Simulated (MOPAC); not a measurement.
MOPAC input (PM6):

```
PM6 1SCF CHARGE=-1 GEO-OK AUX(PRECISION=9) THREADS=1
NO3

O     0.01915100 1   -0.02033200 1   -1.25607700 1
N    -0.00000000 1    0.00000000 1   -0.00000000 1
O     1.04214300 1    0.28880200 1    0.63956300 1
O    -1.06129300 1   -0.26847000 1    0.61651400 1
```

From the output:

```
                                                       MOPAC v23.2.5 Linux

          FINAL HEAT OF FORMATION =        -90.05916 KCAL/MOL =    -376.80753 KJ/MOL

          COSMO AREA              =         76.20 SQUARE ANGSTROMS
          COSMO VOLUME            =         56.51 CUBIC ANGSTROMS

          IONIZATION POTENTIAL    =          5.572780 EV
          HOMO LUMO ENERGIES (EV) =         -5.573  5.785
          NO. OF FILLED LEVELS    =         12
          MOLECULAR WEIGHT        =         62.0049         POINT GROUP:  D3h

          MOLECULAR DIMENSIONS (Angstroms)

            Atom       Atom       Distance
            O     4    O     1     2.17613
            O     3    O     4     1.88458
            O     1    N     2     0.00000

          SCF CALCULATIONS        =          1

   ATOM   CHEMICAL          X               Y               Z
  NUMBER   SYMBOL      (ANGSTROMS)     (ANGSTROMS)     (ANGSTROMS)

     1       O          0.01915100  *  -0.02033200  *  -1.25607700  *
     2       N         -0.00000000  *   0.00000000  *  -0.00000000  *
     3       O          1.04214300  *   0.28880200  *   0.63956300  *
     4       O         -1.06129300  *  -0.26847000  *   0.61651400  *

                             CARTESIAN COORDINATES

   1    O        0.019151000    -0.020332000    -1.256077000
   2    N       -0.000000000     0.000000000    -0.000000000
   3    O        1.042143000     0.288802000     0.639563000
   4    O       -1.061293000    -0.268470000     0.616514000

           Empirical Formula: N O3  =     4 atoms

      MOLECULAR POINT GROUP   :   D3h

                  EIGENVALUES
 -28.59172 -24.88900 -24.88899 -16.81979 -12.70422 -12.70422 -12.56632  -6.27382
  -6.27381  -6.22993  -6.22993  -5.57278   5.78468   6.09716   9.90625   9.90625

              NET ATOMIC CHARGES AND DIPOLE CONTRIBUTIONS

  ATOM NO.   TYPE          CHARGE      No. of ELECS.   s-Pop       p-Pop
    1          O          -0.682229        6.6822     1.92785     4.75438
    2          N           1.046685        3.9533     1.24118     2.71214
    3          O          -0.682229        6.6822     1.92785     4.75438
    4          O          -0.682228        6.6822     1.92785     4.75438
 DIPOLE           X         Y         Z       TOTAL
 POINT-CHG.    -0.000    -0.000     0.000     0.000
 HYBRID        -0.000    -0.000    -0.000     0.000
 SUM           -0.000    -0.000     0.000     0.000

          ATOMIC ORBITAL ELECTRON POPULATIONS

     Atom    s        px        py        pz
    1  O   1.92785   1.90886   1.71590   1.12962
    2  N   1.24118   0.90746   0.89639   0.90829
    3  O   1.92785   1.36256   1.67414   1.71768
    4  O   1.92785   1.34230   1.67984   1.73224

 **********************
 *                    *
 * JOB ENDED NORMALLY *
 *                    *
 **********************

 == MOPAC DONE ==
```

The dipole moment of an ion depends on the origin.

The geometry given is a B3LYP-D3(BJ)/def2-TZVP minimum.
